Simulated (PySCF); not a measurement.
**Unknown compound**

Molecular formula: C$_{7}$H$_{11}$ClO. Simulated spectra:

¹H NMR (500 MHz, computed): δ 2.52 (m, 1H), 2.26 (m, 2H), 1.59 (m, 1H), 1.40 (m, 2H), 1.37 (m, 2H), 1.29 (m, 2H), 1.12 (m, 1H).

¹³C{¹H} NMR (computed): δ 186.6 (C), 53.6 (CH), 30.7 (CH2, 2C), 27.9 (CH2), 24.1 (CH2, 2C).

Single conformer, non-relativistic, one averaged value for each set of equivalent atoms, in vacuum. Shielding tensors at PBE0/pcSseg-1 (GIAO); geometry: PBE0-D3(BJ)/def2-SVP; PySCF 2.14.

δ = σ(ref) − σ, references computed at the same level: TMS for ¹H (σref 31.27), ¹³C (σref 184.41).

What is the structure?

Answers


1. Rings plus π bonds: 2 (1 ring in the answer).
2. 5 carbon signals for 7 carbons: some carbons are equivalent by symmetry or fast rotation.
3. Carbon types of the structure: 1 × C, 1 × CH, 5 × CH2, which accounts for all hydrogens.
4. δC 186.6: carbonyl carbon.
5. δC 53.6: sp3 CH α to a carbonyl; α to the electron-withdrawing carbonyl group.
6. δC 30.7, 27.9, 24.1: sp3 CH2 in a ring; saturated and bonded to C and H only.
7. δH 2.52: hydrogen on an sp3 CH α to a carbonyl; α to C=O.
8. δH 2.26, 1.59, 1.40, 1.37, 1.29, 1.12: hydrogen on an sp3 CH2 in a ring.

These data were computed for `C1CC(C(=O)Cl)CCC1`.

This is the structure that produced the data.

Carbons that carry Cl, above all several Cl atoms, come out too deshielded, partly because spin–orbit coupling is missing. Shifts are as computed. Against solution values, carbons near 30 ppm lie about +2 ppm off and those near 130 ppm about +5 ppm; carbons on Cl a further +5 ppm. Of 1211 compounds with measured shifts, 218 miss one by over three times the rms of a fit or turn the order of signals round; such compounds aren't used in these exercises. No couplings were computed; multiplicities are counted from neighbouring protons, with m where these are inequivalent, close in shift, in a saturated or five-membered ring or joined by F or P, and br s for small geminal =CH2 splittings.
